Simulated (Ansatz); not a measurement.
Cost and result up the ladder for Cs3Br2 (5 atoms). The state is a doublet with charge 0. Geometry: PBE0-D4/def2-SVP.

```csv
atom,x (Å),y (Å),z (Å)
Cs1,-2.2989,-2.3281,-1.3360
Cs2,1.2571,1.1315,-3.1064
Cs3,0.6054,0.7145,2.6156
Br4,2.1463,2.0708,-0.0340
Br5,-1.7099,-1.5886,1.8608
```

Ansatz on 4 threads of AMD EPYC 7B13 on a shared host. Times are rough, and most runs start from the orbitals of an earlier one. ωB97M-V/def2-TZVP serves as the yardstick here, not as an exact answer. Differences are given only for rows in sets of like size (and for xTB, whose basis is part of the method), since another set adds its own error. Binding counts from free atoms at the same level (Cs doublet, Br doublet; other spins of the atoms weren't run), without zero-point energy or a counterpoise term.

In the def2 sets Cs takes a core potential; there is no spin–orbit coupling. B3LYP takes the VWN-RPA correlation. Correlated methods freeze 18 core orbitals; core or outer-core shells of Cs, Br are correlated, in sets that lack core-valence functions. The rows differ in basis, and correlated rows in double-zeta sets carry the largest basis error. Another isomer (doublet) lies 0.23 eV lower at PBE0-D4/def2-TZVP; other spin states weren't run for this one.

Correlated methods converge slowly with the basis, most of all in double-zeta sets.

```json
{"level": "PBE0-D4/def2-SVP", "functions": "136", "binding energy per atom (eV)": "2.00", "difference from ωB97M-V/def2-TZVP (eV)": "–"}
{"level": "r2SCAN-D4/def2-TZVP", "functions": "183", "binding energy per atom (eV)": "2.05", "difference from ωB97M-V/def2-TZVP (eV)": "0.03"}
{"level": "revPBE-D4/def2-TZVP", "functions": "183", "binding energy per atom (eV)": "1.92", "difference from ωB97M-V/def2-TZVP (eV)": "-0.10"}
{"level": "PBE0-D4/def2-TZVP", "functions": "183", "binding energy per atom (eV)": "1.99", "difference from ωB97M-V/def2-TZVP (eV)": "-0.03"}
{"level": "B3LYP-D4/def2-TZVP", "functions": "183", "binding energy per atom (eV)": "1.94", "difference from ωB97M-V/def2-TZVP (eV)": "-0.08"}
{"level": "PBE-D4/def2-TZVP (with forces)", "functions": "183", "binding energy per atom (eV)": "1.98", "difference from ωB97M-V/def2-TZVP (eV)": "-0.04"}
{"level": "MP2/def2-TZVP", "functions": "183", "binding energy per atom (eV)": "1.98", "difference from ωB97M-V/def2-TZVP (eV)": "-0.04"}
{"level": "PBE-D4/def2-SVP", "functions": "136", "binding energy per atom (eV)": "1.99", "difference from ωB97M-V/def2-TZVP (eV)": "–"}
{"level": "CCSD(T)/def2-SVP", "functions": "136", "binding energy per atom (eV)": "1.85", "difference from ωB97M-V/def2-TZVP (eV)": "–"}
{"level": "ωB97M-V/def2-TZVP", "functions": "183", "binding energy per atom (eV)": "2.02", "difference from ωB97M-V/def2-TZVP (eV)": "0.00"}
```

(1) Estimate how long each takes.

Answers

(1) PBE-D4/def2-SVP 3.9 s; MP2/def2-TZVP 4.4 s; revPBE-D4/def2-TZVP 6 s; PBE-D4/def2-TZVP (with forces) 6 s; PBE0-D4/def2-SVP 7 s; B3LYP-D4/def2-TZVP 8 s; PBE0-D4/def2-TZVP 9 s; r2SCAN-D4/def2-TZVP 12 s; ωB97M-V/def2-TZVP 29 s; CCSD(T)/def2-SVP 2.1 min. On shared hardware such times vary by a factor of up to 3.
